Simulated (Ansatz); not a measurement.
A structure relaxed at r2SCAN-D4/def2-SVP in Ansatz, charge 0, singlet:

Cartesian coordinates in Å:
```
Ni -0.927 -1.064 0.485
Ni 0.458 0.399 1.268
Ni -0.056 0.406 -0.959
H 0.553 1.459 0.163
H -0.677 -0.477 1.989
H 0.190 -1.102 -0.599
H 0.458 0.378 -2.347
```

**Question.** Give its formula.

**Answer.** Ni3H4.

**Question.** Summarise the bond lengths by kind (pairs closer than 1.2 times the sum of covalent radii, bridged metal pairs left out).

**Answer.** 7 × H–Ni 1.48 to 1.65 Å.

Another isomer (singlet) lies 0.59 eV lower at PBE0-D4/def2-TZVP; other spin states weren't run for this one.
